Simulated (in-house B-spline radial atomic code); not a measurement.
Configurations of Pr+, with energies counted from [Xe] 4f3 6s1. Method: scalar-relativistic (X2C) HSE06, spin-polarised, spherical fractional occupations, exact exchange averaged over the configuration, Fermi nucleus of rms radius 4.8919 fm. Calculated with an all-electron radial atomic-structure program (B-spline basis). Shells without spins written out take the highest spin.

Occupations are held fixed; configurations that lie above the ionisation limit could autoionise.

| configuration | E - E(ref) (eV) | highest orbital | its <r> (bohr) |
| --- | --- | --- | --- |
| [Xe] 4f2 6s1 7d1 | 11.043 | 7d up | 12.57 |
| [Kr] 4d10 4f3 5s2 5p5 5d1 6s1 | 18.679 | 6s up | 3.907 |
| [Kr] 4d10 4f3 5s2 5p5 6s1 7d1 | 28.475 | 7d up | 12.61 |
| [Kr] 4d9 4f4 5s2 5p6 6s1 | 107.17 | 6s up | 4.058 |

Problem. Order these further configurations by energy, lowest first.
A. [Kr] 4d9 4f3 5s2 5p6 6s1 7d1
B. [Xe] 4f3 6d1
C. [Xe] 4f3 7d1
D. [Kr] 4d9 4f3 5s2 5p6 6s1 7p1

Solution. B (5.9963 eV), C (7.7948 eV), D (118.77 eV), A (120.21 eV).
